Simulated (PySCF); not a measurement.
Gas-phase equilibrium of 1 mol SnCl4, 4.4 mol H2 at 1000 K and 0.0100 bar, among 14 species (SnCl4, HCl, SnH2, SnHCl3, SnCl3, H, H2, SnH4, SnCl2, SnH2Cl2, Cl, Cl2, SnH3Cl, SnHCl). Only gases are allowed; each row takes one source of thermochemistry for all species, and Cantera finds the minimum.

Method: PySCF energies plus ideal-gas RRHO corrections (1 bar). † marks an energy on the PBE0/def2-TZVP geometry and frequencies. MP2 freezes the core. Open shells (unrestricted) among the columns below: H (multiplicity 2), Cl (multiplicity 2, electronic degeneracy 6); the rest are closed-shell singlets. Spin-orbit splitting is ignored; it lowers the true energy and changes the entropy of Cl. B3LYP is the form with VWN-RPA correlation. Sn: scalar-relativistic def2 core potential, no spin-orbit coupling. SnHCl: computed as isolated molecules; such fragments, hydroxides, amides, oligomers or adducts are transient or little studied in the gas. MP2 isn't extrapolated to the basis-set limit. The harmonic model lacks anharmonicity and excited electronic states, which grow with temperature; levels with a mode under 35 cm⁻¹ are left out. Soft modes under 120 cm⁻¹ make the harmonic entropy rough for SnCl4, SnCl2.

Molecules larger than those listed are left out.

Mole fractions:

```json
[
 {"thermochemistry": "B3LYP/def2-TZVP†", "x H2": "0.53", "x HCl": "0.31", "x SnCl2": "0.16", "x Cl": "4.4e-8", "x H": "1.5e-8", "x SnHCl": "1.6e-7", "x SnCl4": "6.1e-10"},
 {"thermochemistry": "HF/def2-TZVP†", "x H2": "0.53", "x HCl": "0.31", "x SnCl2": "0.16", "x Cl": "6.9e-5", "x H": "1.2e-5", "x SnHCl": "1.2e-6", "x SnCl4": "2.8e-8"},
 {"thermochemistry": "MP2/def2-SVP†", "x H2": "0.53", "x HCl": "0.31", "x SnCl2": "0.16", "x Cl": "5.9e-8", "x H": "2.9e-7", "x SnHCl": "5.5e-7", "x SnCl4": "6.0e-7"},
 {"thermochemistry": "LDA/def2-TZVP†", "x H2": "0.53", "x HCl": "0.31", "x SnCl2": "0.16", "x Cl": "4.2e-11", "x H": "7.2e-9", "x SnHCl": "1.9e-7", "x SnCl4": "4.4e-8"},
 {"thermochemistry": "ωB97M-V/def2-TZVP†", "x H2": "0.53", "x HCl": "0.31", "x SnCl2": "0.16", "x Cl": "8.9e-9", "x H": "2.4e-8", "x SnHCl": "2.0e-7", "x SnCl4": "8.6e-8"}
]
```
The most sensitive of these is Cl: it spans a factor of 10^6.2 over these rows; at this temperature one factor of ten is RT ln 10 = 19 kJ/mol.
